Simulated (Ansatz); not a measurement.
Reaction (formal exchange of groups at a B–O bond): `F[SiH2]OBS` + `C[SiH2]F` → `C[SiH](F)BS` + `O[SiH2]F`

Calculated with Ansatz (gas phase, PBE0-D4/def2-TZVP geometries, no zero-point term in ΔE). CCSD(T)/CBS adds triple-zeta CCSD(T) − MP2 to the extrapolated MP2 energy (def2 sets, frozen cores). DFT in def2-TZVPP. B3LYP here is the variant with VWN-RPA as its local correlation; programs differ in this. Each species was taken in one conformer, which may not be the lowest.

(1) Is it downhill or uphill in electronic energy at CCSD(T)/CBS, and by how much? (Estimate.)

(2) What do these levels give: PBE-D4, r2SCAN-D4, PBE0-D4, B3LYP-D4, ωB97M-V, r2SCAN, B3LYP, HF/def2-TZVPP, CCSD(T)/def2-TZVPP, HF/def2-QZVPP, MP2/def2-QZVPP, HF/CBS(def2)? (Estimate.)

Largest T1 diagnostic among the species: 0.014.

## Answers

(1) Computed: Uphill: ΔE = +31.2 kcal/mol.

(2) The calculation gave: PBE-D4 28.2, r2SCAN-D4 31.2, PBE0-D4 29.6, B3LYP-D4 32.6, ωB97M-V 32.3, r2SCAN 31.3, B3LYP 32.8, HF/def2-TZVPP 37.4, CCSD(T)/def2-TZVPP 31.5, HF/def2-QZVPP 37.7, MP2/def2-QZVPP 32.5, HF/CBS(def2) 37.7 kcal/mol.

From PBE to PBE0 (25 % exact exchange), in def2-TZVPP and without D4, ΔE moves by +1.4 kcal/mol. In def2-TZVPP, CCSD(T) changes the Hartree–Fock value by −5.9 kcal/mol (the triples alone add −0.7 kcal/mol) and MP2 by −4.9 kcal/mol.
